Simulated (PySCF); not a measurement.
Nb(NMe)(F)2(Cl) (CH3ClF2NNb), SMILES C[N]=[Nb]([F])([F])[Cl], multiplicity 1.

Coordinates come from a PBE-D3(BJ)/def2-SVP optimisation. The spin state was assumed, not searched. The structure was generated by enumeration; whether it is a known compound was not checked. The def2 effective core potentials stand for the cores of Nb; spin–orbit coupling is left out.

Method: PBE-D3(BJ)/def2-SVP (PySCF).

Frequencies are harmonic and unscaled.

Q: Estimate the vibrational spectrum. (Estimate from the structure and the level; the computed values follow.)

A: 
```csv
mode,ν (cm⁻¹),IR (km/mol),moving atoms (share of kinetic energy)
1,52,0.0,H 99 %
2,90,2.0,"Cl 34 %, C 34 %, H 17 %, Nb 9 %"
3,106,0.2,"F 36 %, C 20 %, Nb 16 %, H 13 %, Cl 11 %"
4,129,6.3,"F 66 %, Cl 19 %"
5,150,2.8,"F 77 %, Cl 12 %"
6,179,9.0,"F 68 %, Nb 17 %"
7,311,6.0,"N 68 %, Cl 16 %, H 10 %"
8,319,15.7,"N 70 %, F 15 %, H 9 %"
9,410,72.9,"Cl 58 %, Nb 30 %"
10,635,17.2,"C 49 %, Nb 19 %, H 13 %, F 10 %, N 9 %"
11,676,115.6,"F 77 %, Nb 17 %"
12,695,128.8,"F 75 %, Nb 25 %"
13,1051,1.0,"H 73 %, C 20 %"
14,1055,0.4,"H 74 %, C 20 %"
15,1338,119.2,"N 37 %, C 33 %, H 28 %"
16,1383,18.7,"H 58 %, N 41 %"
17,1392,9.3,H 97 %
18,1395,9.3,H 97 %
19,2929,41.9,H 97 %
20,3015,7.5,"H 91 %, C 9 %"
21,3016,8.9,"H 90 %, C 10 %"
```
